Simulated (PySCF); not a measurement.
Isomers of C6H15BO. Method used: PBE0-D3(BJ)/def2-SVP geometry optimisation, gas phase in PySCF 2.14.0. Energies are electronic, without zero-point or thermal terms, for one conformer each. No frequencies were run at this level. Point groups hold within 0.08 Å.

Problem. Rank from lowest to highest electronic energy at this level (kcal/mol).
A. `[CH3:1][CH:2]([CH3:3])[BH:4][O:5][CH:6]([CH3:7])[CH3:8]` with C1–C2–B4–O5 -127°, C2–B4–O5–C6 -179°, B4–O5–C6–C7 -122°
B. `[CH3:1][O+:2]([CH3:3])[BH2-:4][CH:5]1[CH2:6][CH2:7][CH2:8]1` with C1–O2–B4–C5 -57°, O2–B4–C5–C6 -160°, B4–C5–C6–C7 99°, C5–C6–C7–C8 17°, C6–C7–C8–C5 -17°, B4–C5–C8–C7 -95°
C. `[BH3-:1][O+:2]1[CH2:3][CH2:4][CH2:5][C@H:6]1[CH2:7][CH3:8]` with C5–C6–C7–C8 173°, B1–O2–C3–C4 -150°, O2–C3–C4–C5 33°, C3–C4–C5–C6 -39°, C4–C5–C6–C7 -88°

Solution. A (0.0), C (44.1), B (70.3).

As drawn, the highest has a four-membered ring, which the lowest lacks.

```tsv
SMILES	E (Eh)	E rel (kcal/mol)	dipole (D)	point group	A, B, C (MHz)
CC(C)BOC(C)C	-337.15594	0.0	1.38	C1	3949, 889.8, 769.5
[BH3-][O+]1CCC[C@H]1CC	-337.08574	44.1	5.47	C1	2594, 1817, 1309
C[O+](C)[BH2-]C1CCC1	-337.04383	70.3	4.78	C1	4104, 1057, 1022
```
